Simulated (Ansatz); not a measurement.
Process, species as SMILES: FSF → 2 F atom + S atom
B3LYP-D3(BJ)/def2-TZVP geometries, fixed; electronic energies without zero-point terms.
Largest species:
```
S
F 1 1.6052
F 1 1.6052 2 98.75
```

Basis-set convergence of the atomisation energy at CCSD(T) with Ansatz (a program for electronic structure). Cartesian d functions, on some or all atoms, in 6-31+G*, 6-311G**, 6-311+G**; all else is spherical. Cores are frozen. Open shells are unrestricted. No added dispersion term, no relativity. Functions are those of the species that has most. Reference: Hartree-Fock in aug-cc-pV(Q+d)Z plus the correlation part extrapolated as X^-3 from aug-cc-pV(T+d)Z and aug-cc-pV(Q+d)Z, 176.61 kcal/mol, itself unsure by roughly 1.36 kcal/mol (a third of the extrapolation step and of the last Hartree-Fock step). Deviations are taken from unrounded values. Cost is core time over that of 6-311++G(2d,2p), rough, on shared machines of one kind; a dash marks a row that isn't timed (too short, read off another run, short of memory, by another algorithm or on other hardware).

```
basis            functions  atomisation energy (kcal/mol)  minus reference (kcal/mol)  cost
---------------  ---------  -----------------------------  --------------------------  ----
STO-3G                  19                          92.80                      -83.80     -
6-31G                   31                          81.14                      -95.47     -
pcseg-0                 31                          88.94                      -87.67     -
def2-SVP                46                         140.31                      -36.30     -
6-31+G*                 61                         150.46                      -26.15     -
6-311G**                63                         134.68                      -41.93     -
def2-SVPD               73                         149.20                      -27.41  0.5×
6-311+G**               75                         138.42                      -38.19  0.7×
6-311++G(2d,2p)         89                         149.60                      -27.01    1×
def2-TZVP               99                         163.21                      -13.40    1×
def2-TZVPD             126                         165.53                      -11.08    2×
jun-cc-pV(T+d)Z        126                         165.51                      -11.10    2×
aug-cc-pV(T+d)Z        147                         168.56                       -8.05    3×
cc-pV(Q+d)Z            174                         171.16                       -5.45    4×
pcseg-3                184                         173.52                       -3.09    5×
def2-QZVPPD            211                         171.63                       -4.98    7×
cc-pV(5+d)Z            282                         174.10                       -2.51     -
pcseg-4                307                         175.06                       -1.55     -
```
